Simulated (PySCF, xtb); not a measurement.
chlorotrifluoromethane (CClF3), SMILES FC(F)(F)Cl.

Harmonic wavenumbers (cm⁻¹) from GFN2-xTB (xtb) at its own minimum, in rising order: 301, 301, 413, 486, 486, 679, 984, 1104, 1106.

### Question
What does PySCF with r2SCAN-D4/def2-SVP give at its own minimum? (An estimate is asked for; the answer gives what the named calculation found.)

### Answer
350, 350, 466, 565, 565, 787, 1102, 1249, 1249. Paired by order, the mean absolute difference is 91 cm⁻¹ and the zero-point energies are 8.4 and 9.6 kcal/mol.
